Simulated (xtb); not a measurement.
C₇H₇O, doublet, at a GFN2-xTB geometry; GFN2-xTB (xtb 6.7.1).

Here is a job for xtb.
```
$ xtb mol.xyz --gfn 2 --uhf 1 --acc 0.0001 --json

# file mol.xyz
15

C     -2.71619382    -0.23922739    -0.19628036
O     -1.71539726     0.65853627     0.21840802
C     -0.41327180     0.28001990     0.10394132
C      0.53555447     1.22374249     0.53624467
C      1.84761222     0.89309559     0.44236858
C      2.33454345    -0.28859707    -0.04028834
C      1.38981155    -1.21596845    -0.46553379
C      0.03451983    -0.93768379    -0.39531439
H     -3.66172997     0.26925835    -0.01436561
H     -2.68795508    -1.16808676     0.38276678
H     -2.63033428    -0.47227146    -1.26267211
H      0.18687774     2.16797733     0.92332803
H      3.38939188    -0.50524518    -0.09496425
H      1.71856499    -2.16835611    -0.85676246
H     -0.66709266    -1.68385402    -0.73542069
```

Q: What does xtb print? Leave out banner, timings and long lists.

A: 
```
   ID    Z sym.   atoms
    1    6 C      1, 3-8
    2    8 O      2
    3    1 H      9-15

           -------------------------------------------------
          |                Calculation Setup                |
           -------------------------------------------------

           -------------------------------------------------
          |                 G F N 2 - x T B                 |
           -------------------------------------------------

          ...................................................
          :                      SETUP                      :
          :.................................................:
          :  # basis functions                  39          :
          :  # atomic orbitals                  39          :
          :  # shells                           23          :
          :  # electrons                        41          :
          :  max. iterations                   250          :
          :  Hamiltonian                  GFN2-xTB          :
          :  restarted?                      false          :
          :  GBSA solvation                  false          :
          :  PC potential                    false          :
          :  electronic temp.          300.0000000     K    :
          :  accuracy                    0.0001000          :
          :  -> integral cutoff          0.6500000E+02      :
          :  -> integral neglect         0.1000000E-11      :
          :  -> SCF convergence          0.1000000E-09 Eh   :
          :  -> wf. convergence          0.1000000E-07 e    :
          :  Broyden damping             0.4000000          :
          :  net charge                          0          :
          :  unpaired electrons                  1          :
          ...................................................

 iter      E             dE          RMSdq      gap      omega  full diag
   1    -22.8283680 -0.228284E+02  0.461E+00    2.71       0.0  T
   2    -22.8536325 -0.252645E-01  0.272E+00    2.61       1.0  T
   3    -22.8480170  0.561545E-02  0.118E+00    2.82       1.0  T
   4    -22.8571953 -0.917828E-02  0.333E-01    2.62       1.0  T
   5    -22.8579958 -0.800457E-03  0.877E-02    2.70       1.0  T
   6    -22.8580244 -0.286687E-04  0.508E-02    2.66       1.0  T
   7    -22.8580380 -0.135862E-04  0.201E-02    2.68       1.3  T
   8    -22.8580391 -0.108871E-05  0.798E-03    2.67       3.2  T
   9    -22.8580397 -0.648335E-06  0.193E-03    2.68      13.4  T
[...]
         :: total energy             -22.504432596394 Eh    ::
[...]

Wiberg/Mayer (AO) data.
largest (>0.10) Wiberg bond orders for each atom

 ---------------------------------------------------------------------------
     #   Z sym  total        # sym  WBO       # sym  WBO       # sym  WBO
 ---------------------------------------------------------------------------
     1   6 C    3.947 --     2 O    0.983     9 H    0.979    10 H    0.977
                            11 H    0.977
     2   8 O    2.234 --     3 C    1.062     1 C    0.983
     3   6 C    3.931 --     8 C    1.382     4 C    1.294     2 O    1.062
                             6 C    0.102
     4   6 C    3.983 --     5 C    1.531     3 C    1.294    12 H    0.954
                             7 C    0.116
     5   6 C    3.281 --     4 C    1.531     6 C    1.469     8 C    0.101
     6   6 C    3.987 --     5 C    1.469     7 C    1.396    13 H    0.960
                             3 C    0.102
     7   6 C    3.986 --     8 C    1.440     6 C    1.396    14 H    0.962
                             4 C    0.116
     8   6 C    3.986 --     7 C    1.440     3 C    1.382    15 H    0.960
                             5 C    0.101
     9   1 H    0.995 --     1 C    0.979
    10   1 H    0.998 --     1 C    0.977
    11   1 H    0.998 --     1 C    0.977
    12   1 H    0.996 --     4 C    0.954
    13   1 H    0.998 --     6 C    0.960
    14   1 H    0.998 --     7 C    0.962
    15   1 H    0.999 --     8 C    0.960
 ---------------------------------------------------------------------------

Topologies differ in total number of bonds
Writing topology from bond orders to xtbtopo.mol

molecular dipole:
                 x           y           z       tot (Debye)
 q only:       -0.370      -0.446      -0.201
   full:       -0.543      -0.692      -0.312       2.371
molecular quadrupole (traceless):
                xx          xy          yy          xz          yz          zz
 q only:        3.216       1.100      -1.063       0.663       0.621      -2.154
  q+dip:        3.263      -0.346       0.191       0.117       1.864      -3.454
   full:        2.612       0.452      -0.614       0.364       0.739      -1.998

           -------------------------------------------------
          | TOTAL ENERGY              -22.504432596394 Eh   |
          | GRADIENT NORM               0.000041223943 Eh/α |
          | HOMO-LUMO GAP               2.675334537636 eV   |
           -------------------------------------------------

normal termination of xtb
```
